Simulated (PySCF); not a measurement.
**Spinor energies of Zr (zirconium, neutral)**

Start: [Kr] 4d4; 4d5/2 filled at m_j = -1/2, +1/2, +3/2, +5/2. Calculated with PySCF 2.14 in x2c-SVPall-2c with one added diffuse shell each of s, p, d type (7s9p7d1f, 76 functions): generalised Hartree-Fock with the X2C-1e Hamiltonian and a Gaussian nucleus; one run each with spin-orbit coupling (SO) switched off, then screened by Boettger's factors. This is a chosen level, not necessarily the ground level.

| spinor shell | electrons | ε, spin-free (eV) | ε, screened SO (eV) | weight of nominal j (screened SO) | rms radius, screened SO (bohr) |
| --- | --- | --- | --- | --- | --- |
| 1s1/2 | 2 | -18090.3 | -18089.6 | 1.000 | 0.0426 |
| 2s1/2 | 2 | -2573.3 | -2573.1 | 1.000 | 0.176 |
| 2p1/2 | 2 | -2288.8 | -2348.1 | 1.000 | 0.154 |
| 2p3/2 | 4 | -2288.8 | -2260.8 | 1.000 | 0.158 |
| 3s1/2 | 2 | -448.66 | -448.64 | 1.000 | 0.488 |
| 3p1/2 | 2 | -353.08 | -362.94 | 1.000 | 0.489 |
| 3p3/2 | 4 | -353.08 | -348.44 | 1.000 | 0.500 |
| 3d3/2 | 4 | -196.03 | -197.55 | 0.990 | 0.494 |
| 3d5/2 | 6 | -196.03 | -195.00 | 0.993 | 0.497 |
| 4s1/2 | 2 | -63.406 | -63.417 | 1.000 | 1.31 |
| 4p1/2 | 2 | -36.481 | -38.737 | 0.708 | 1.50 |
| 4p3/2 | 4 | -36.481 | -35.412 | 0.854 | 1.50 |
| 4d5/2 | 4 | -4.761 | -4.758 | 0.687 | 2.97 |

```json
{"quantity": "E (hartree)", "spin-free": "-3595.61244", "screened SO": "-3595.94112"}
{"quantity": "M_J", "spin-free": "4", "screened SO": "4"}
{"quantity": "⟨J²⟩", "spin-free": "20.016", "screened SO": "20.014"}
{"quantity": "⟨L²⟩", "spin-free": "6.011", "screened SO": "6.024"}
{"quantity": "⟨S²⟩", "spin-free": "6.005", "screened SO": "6.008"}
```

Each row is a mean over spinors that exchange with the open shell spreads, by up to 5.021 eV (4p3/2).

Rows whose weight is well below 1 are mixtures of j = l ± 1/2: exchange outweighs spin-orbit coupling there, and the label is only the starting occupation.

Breit and QED terms are absent; they matter most for the inner s and p1/2 levels.

Densities and radii are taken from the X2C orbitals without a picture-change correction, which distorts them close to the nucleus.

Without spin-orbit coupling the j labels of p, d and f shells carry no meaning; the spin-free column gives the mean over the occupied spinors of each nl shell.
